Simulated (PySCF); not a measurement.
H7P3Si, SMILES P[SiH](P)P. Atoms are numbered in the order given.

```xyz
11

Si     0.1490     0.0484    -0.5441
P      0.3469     2.1122     0.4003
P     -2.0039    -0.6943    -0.4562
P      1.3988    -1.5011     0.5694
H      0.5210     0.1749    -1.9845
H      0.2112     1.6043     1.7300
H      1.7777     2.0899     0.4401
H     -2.5602     0.5632    -0.8490
H     -2.1280    -0.4198     0.9416
H      2.6422    -0.9654     0.1099
H      1.3241    -2.4771    -0.4735
```

Coordinates come from a B3LYP-D3(BJ)/def2-SVP optimisation. This is a generated structure with no PubChem entry under its InChIKey; it may be hypothetical. One conformer was computed; it need not be the lowest.

The numbers are results of SMD-M06-2X/def2-SVP (PySCF), not measurements.

Solvation free energies are E(SMD) − E(gas) at the gas-phase geometry, for 1 M in both phases. In vacuum the dipole moment is 0.82 D.

```tsv
solvent	ΔG(solv) (kcal/mol)	its non-electrostatic (CDS) part	dipole (D)
water	0.7	4.6	1.26
diethylether	___	___	___
tetrahydrofuran	-1.0	2.2	1.15
```

**Question.** Fill in the missing entries. (An estimate is asked for; the answer gives what the named calculation found.)

**Answer.** 
- diethylether, ΔG(solv) (kcal/mol): -1.4
- diethylether, its non-electrostatic (CDS) part: 1.2
- diethylether, dipole (D): 1.08
